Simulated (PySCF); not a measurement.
F2HS, SMILES F[SH+]F, charge +1. The structure is a stationary point at TPSSh-D3(BJ)/def2-TZVP. The isomer is the one that the SMILES or the coordinates give; other isomers of the formula were not compared.

Computed equilibrium geometry at TPSSh-D3(BJ)/def2-TZVP (PySCF confirms it by a frequency run) as Cartesian coordinates in Å, and its point group:
point group Cs.
```xyz
4

F     -0.0306     0.4747    -1.1919
S      0.1087    -0.4767     0.0000
F     -0.0306     0.4747     1.1919
H     -1.1876    -0.9182     0.0000
```
Charge +1, spin multiplicity 1.
